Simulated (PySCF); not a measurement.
**Calculated NMR parameters of CC1=C(OC=O)[SiH2][Si@@H]1F**

| Item | Value |
| --- | --- |
| Formula | C4H7FO2Si2 |
| SMILES | CC1=C(OC=O)[SiH2][Si@@H]1F |
| Point group of the computed structure | C1 |
| Degrees of unsaturation | 3 |
| Carbon signals | 4 |
| Proton signals | 5 |

Molfile (atoms numbered from 1):
```
C4H7FO2Si2
     RDKit          3D

 16 16  0  0  0  0  0  0  0  0999 V2000
   -1.4263    1.7505    0.4368 C   0  0  0  0  0  0  0  0  0  0  0  0
   -0.8442    0.4125    0.1552 C   0  0  0  0  0  0  0  0  0  0  0  0
    0.4532    0.1015    0.0203 C   0  0  0  0  0  0  0  0  0  0  0  0
    1.5134    0.9990    0.1256 O   0  0  0  0  0  0  0  0  0  0  0  0
    2.6963    0.4689   -0.0433 C   0  0  0  0  0  0  0  0  0  0  0  0
    2.9333   -0.6904   -0.2719 O   0  0  0  0  0  0  0  0  0  0  0  0
    0.6143   -1.7578   -0.3488 Si  0  0  0  0  0  4  0  0  0  0  0  0
   -1.6739   -1.2977   -0.1093 Si  0  0  2  0  0  4  0  0  0  0  0  0
   -2.5890   -1.2370   -1.4559 F   0  0  0  0  0  0  0  0  0  0  0  0
   -0.6584    2.5205    0.4937 H   0  0  0  0  0  0  0  0  0  0  0  0
   -1.9753    1.7250    1.3783 H   0  0  0  0  0  0  0  0  0  0  0  0
   -2.1376    2.0107   -0.3469 H   0  0  0  0  0  0  0  0  0  0  0  0
    3.4792    1.2370    0.0511 H   0  0  0  0  0  0  0  0  0  0  0  0
    1.1107   -2.1093   -1.6773 H   0  0  0  0  0  0  0  0  0  0  0  0
    1.2202   -2.5611    0.7107 H   0  0  0  0  0  0  0  0  0  0  0  0
   -2.7236   -1.5634    0.8703 H   0  0  0  0  0  0  0  0  0  0  0  0
  1  2  1  0
  2  3  2  0
  3  4  1  0
  4  5  1  0
  5  6  2  0
  3  7  1  0
  7  8  1  0
  8  9  1  0
  8  2  1  0
  1 10  1  0
  1 11  1  0
  1 12  1  0
  5 13  1  0
  7 14  1  0
  7 15  1  0
  8 16  1  1
M  END
```

All values are calculated (PySCF): GFN2-xTB structure, PBE0/pcSseg-1 with gauge-including orbitals. No relativistic terms, no solvent, single conformer, averaged over atoms made equivalent by symmetry, fast rotation or ring inversion.

Chemical shifts δ = σref − σ; $^{1}$H, $^{13}$C, $^{29}$Si against TMS; CFCl3 for $^{19}$F; $^{17}$O vs H2O, all at this level.

```tsv
carbon	δC, type	δH (multiplicity)	HMBC from (2–3 bonds)	span of the C tensor (ppm)
C1	17.5, CH3	2.19 (s)	H16	34
C2	163.3, C	–	H16, H14, H15, H10/H11/H12	215
C3	164.5, C	–	H13, H16, H14, H15, H10/H11/H12	182
C5	167.5, CH	8.22 (s)	–	157
```

Other nuclei:
| atoms | nucleus | environment | δ (ppm) | σ (ppm) |
| --- | --- | --- | --- | --- |
| H16 | $^{1}$H | hydrogen on a silicon bonded to C, F, Si, in a 4-membered ring | 6.12 | 25.60 |
| H14 | $^{1}$H | hydrogen on a silicon bonded to C, Si, in a 4-membered ring | 5.33 | 26.39 |
| H15 | $^{1}$H | hydrogen on a silicon bonded to C, Si, in a 4-membered ring | 5.22 | 26.50 |
| F9 | $^{19}$F | fluorine bonded to Si | -214.0 | 385.0 |
| Si8 | $^{29}$Si | silicon bonded to C, F, Si, H, in a 4-membered ring | 28.1 | 321.1 |
| Si7 | $^{29}$Si | silicon bonded to C, Si, 2 H, in a 4-membered ring | -53.2 | 402.4 |
| O6 | $^{17}$O | ester carbonyl oxygen | 430.2 | -94.1 |
| O4 | $^{17}$O | ester alkoxy oxygen | 277.6 | 58.4 |

1. Carbon types of the structure: 2 × C, 1 × CH, 1 × CH3, leaving 3 H on heteroatoms.
2. δC 167.5: ester carbonyl carbon; it is a carbonyl in resonance with an O or N lone pair, the region of acids, esters and amides.
3. δC 164.5: alkene carbon bearing oxygen; an sp2 carbon further deshielded by the attached heteroatom.
4. δC 163.3: β carbon of an enol-ether or enamine type C=C.
5. δC 17.5: allylic methyl carbon; saturated and bonded to C and H only.
6. δH 2.19: hydrogen on an allylic methyl carbon; allylic position.

Splittings by $^{19}$F in the carbon and heteronuclear signals aren't shown, as no couplings were computed. Shifts are as computed. Against solution values, carbons near 30 ppm lie about +3 ppm off and those near 130 ppm about +5 ppm. Of 1211 compounds with measured shifts, 218 miss one by over three times the rms of a fit or turn the order of signals round; such compounds aren't used in these exercises. Unscaled 19F shifts against computed CFCl3 carry errors that often reach 10 to 50 ppm. Unscaled 17O shifts of doubly bonded oxygen tend to come out too high, by tens of ppm or more. Experimental scales use liquid or dissolved standards, which lie at an offset from isolated H2O (liquid H2O: subtract about 36 ppm). No couplings were computed; multiplicities are counted from neighbouring protons, with m where these are inequivalent, close in shift, in a saturated or five-membered ring or joined by F or P, and br s for small geminal =CH2 splittings.
